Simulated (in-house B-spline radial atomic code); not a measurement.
A fraction x of an electron is added to 3d in neutral cobalt, starting from [Ar] 3d7 4s2 and keeping the highest spin. Method: scalar-relativistic (X2C) SCAN, spin-polarised, spherical fractional occupations, Fermi nucleus of rms radius 3.7875 fm. Calculated with an all-electron radial atomic-structure program (B-spline basis).

```csv
x,E(x) - E(0) (eV),3d down level (eV)
0,0.0000,-6.077
0.1,-0.5505,-4.940
0.2,?,?
0.3,-1.3215,-2.803
0.4,?,?
0.5,-1.6851,-0.867
```

What belongs in the row x = 0.2?

An energy change of -0.9894 eV; 3d down at -3.847 eV.

What belongs in the row x = 0.4?

An energy change of -1.5517 eV; 3d down at -1.809 eV.

Up to what added charge does this functional bind the extra electron?

The highest level rises by about 9.4 eV per electron near x = 0.5 and would reach zero near x = 0.59, so a whole extra electron isn't bound at the basis-set limit.
